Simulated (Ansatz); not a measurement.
Two structures of TiH2ClF3, closed shell, reached by relaxing down either side of one saddle point (PBE0-D4/def2-TZVP). Energies are electronic, without zero-point energy. Program: Ansatz 0.2.0. Basis: def2-TZVPP and def2-QZVPP. Cores are frozen in the correlated methods. Extrapolation: Hartree–Fock as exp(−7.88 √X), correlation as X^−2.97. First:

```tsv
atom	x (Å)	y (Å)	z (Å)
Ti1	-0.6082	0.1594	-0.7207
Cl2	0.5149	-1.5933	-1.3527
F3	-1.7686	0.5655	-1.9461
F4	-1.4543	-0.1754	0.7588
F5	0.4640	1.5076	-0.4995
H6	1.6863	-0.0245	1.7103
H7	1.1661	-0.4394	2.0498
```

Second:

```
7
angstrom
Ti -0.6077 0.6027 0.2141
Cl 1.9909 -1.0766 -0.5551
F -1.1208 -0.9163 -0.5003
F -2.0029 1.4240 0.8452
F 0.2986 1.7076 -0.7843
H 1.1974 -2.0429 -0.8388
H 0.2445 0.3014 1.6190
```

Which bonds change from the first to the second?

TiClF₃ ([F][Ti]([F])([F])[Cl]) + H₂ → TiHF₃ ([F][TiH]([F])[F]) + HCl; bonds formed: Ti1–H7, Cl2–H6; bonds broken: Ti1–Cl2, H6–H7.

Give the saddle point's structure and its height above each. (An estimate is asked for; the value comes from the calculation.)

The calculation gives: 1.806 eV above the first and 0.265 eV above the second (CCSD(T) at an estimated basis limit (MP2 extrapolated from triple and quadruple zeta, plus CCSD(T) − MP2 in triple zeta)).
```
7
angstrom
Ti -0.4520 0.3916 -0.0219
Cl 1.5064 -1.2354 -0.9559
F -1.5651 -0.5611 -0.9598
F -1.4518 1.1839 1.1592
F 0.3828 1.6924 -0.8206
H 1.1581 -1.0231 0.3642
H 0.4217 -0.4483 1.2347
```

No T1 diagnostic of these runs exceeds 0.024.

Labels in which every atom is bracketed show which atoms are joined, not bond orders.

For scale, one of the runs: CCSD(T)/def2-TZVPP, 227 basis functions, launched by `ansatz run in.yaml --threads 8 --pin off --events-out ev --progress --plain --max-ram 19148MiB`. Time: 96 s of wall clock on 8 CPU threads of a Oxide Virtual Turin-like; the host was shared. Peak host memory: 4.3 GiB.
